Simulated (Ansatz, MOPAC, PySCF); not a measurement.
Dimer: HF (SMILES F) (first 2 atoms) with H2S (SMILES S); geometry from B3LYP-D3(BJ)/def2-TZVP.
(charge 0, multiplicity 1):
```xyz
5

F     -0.32197     1.22989     0.10261
H     -0.03851     0.65190     0.78660
S      0.43578    -0.71389     2.49962
H     -0.14233     0.09073     3.40723
H     -0.68308    -1.43967     2.33598
```

Counterpoise-corrected where a basis set is named; no monomer relaxation.

Correlated levels freeze the cores. Rows in 6-31G* carry no dispersion term and start afresh at each structure (6-31G* with six Cartesian d functions). The state that PM3 reach isn't checked.

The values were computed with Ansatz (a quantum-chemistry and plane-wave program) with Gaussian orbitals; MOPAC for PM3 (differences of heats of formation); PySCF for 6-31G* rows. Values without a source in brackets are computed.

**Question.** Estimate the interaction energy that PM3 returns for this input.

**Answer.** -2.0 kcal/mol

**Question.** Give the interaction energy at the level B3LYP/6-31G*.

**Answer.** -4.2 kcal/mol

**Question.** What is the computed interaction energy (CCSD(T)/aug-cc-pV(Q+d)Z)?

**Answer.** -5.2 kcal/mol
